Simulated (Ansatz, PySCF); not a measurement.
Species: BCl₂, net charge -1, singlet state. 
Geometry from a B3LYP-D3(BJ)/def2-TZVP (Ansatz, an electronic-structure program) optimisation:
```
B
Cl 1 1.9254
Cl 1 1.9254 2 103.35
```
Charge -1, spin multiplicity 1.

Total electronic energies in hartree. Cores are frozen in the correlated levels unless marked. No spin-orbit coupling. No relativistic terms. FCI takes restricted orbitals. CBS marks a two-point X^-3 extrapolation of the correlation energy; Hartree-Fock from the larger set. The bracket is a focal-point correction in the basis named.

The Hartree-Fock reference is unstable (checked in the largest basis), which strains HF and MP2. 

```json
[
 {"level": "HF/aug-cc-pV(Q+d)Z", "program": "Ansatz", "energy (Eh)": "-943.76662"},
 {"level": "RI-HF/aug-cc-pV(Q+d)Z", "program": "Ansatz", "energy (Eh)": "-943.76653"},
 {"level": "RI-HF/cc-pV(Q+d)Z", "program": "Ansatz", "energy (Eh)": "-943.76427"},
 {"level": "BLYP-D3(BJ)/def2-TZVPD", "program": "Ansatz + dftd3", "energy (Eh)": "-945.32562"},
 {"level": "BP86/def2-TZVPD", "program": "PySCF", "energy (Eh)": "-945.42237"},
 {"level": "TPSS-D4/def2-TZVPD", "program": "PySCF + dftd4", "energy (Eh)": "-945.38559"},
 {"level": "B3LYP/def2-TZVPD", "program": "Ansatz", "energy (Eh)": "-945.36717"},
 {"level": "PBE0/def2-TZVP", "program": "Ansatz", "energy (Eh)": "-944.98671"},
 {"level": "BHLYP-D4/def2-TZVPD", "program": "Ansatz + dftd4", "energy (Eh)": "-945.31929"},
 {"level": "TPSSh/def2-TZVPD", "program": "PySCF", "energy (Eh)": "-945.36569"},
 {"level": "MN15-D3(BJ)/def2-TZVPD", "program": "PySCF + dftd3", "energy (Eh)": "-945.11435"},
 {"level": "MN15/def2-TZVPD", "program": "PySCF", "energy (Eh)": "-945.11435"},
 {"level": "HSE06-D4/def2-TZVPD", "program": "Ansatz + dftd4", "energy (Eh)": "___"},
 {"level": "MP2/6-31G*", "program": "Ansatz", "energy (Eh)": "-943.99144"},
 {"level": "SCS-MP2/cc-pV(D+d)Z", "program": "Ansatz", "energy (Eh)": "-944.06076"},
 {"level": "SCS-MP2/cc-pVTZ", "program": "Ansatz", "energy (Eh)": "-944.22170"},
 {"level": "SCS-MP2/cc-pV(Q+d)Z", "program": "Ansatz", "energy (Eh)": "-944.28711"},
 {"level": "CCSD/cc-pV(Q+d)Z", "program": "Ansatz", "energy (Eh)": "-944.32588"},
 {"level": "CCSD(T)/cc-pVTZ", "program": "Ansatz", "energy (Eh)": "-944.29212"},
 {"level": "CCSD(T) with core electrons (1s frozen past Ne)/cc-pwCVTZ", "program": "Ansatz", "energy (Eh)": "-944.89580"},
 {"level": "FCI/STO-3G", "program": "Ansatz", "energy (Eh)": "-933.47508"},
 {"level": "RI-MP2/CBS(aug-cc-pV(T+d)Z,aug-cc-pV(Q+d)Z)+[CCSD(T)-MP2]/aug-cc-pV(D+d)Z", "program": "Ansatz", "energy (Eh)": "-944.3804"},
 {"level": "RI-MP2/CBS(aug-cc-pV(T+d)Z,aug-cc-pV(Q+d)Z)+[CCSD(T)-MP2]/aug-cc-pV(T+d)Z", "program": "Ansatz", "energy (Eh)": "-944.3936"}
]
```

### Question
Fill in the missing entries.

### Answer

- HSE06-D4/def2-TZVPD, energy (Eh): -944.97783
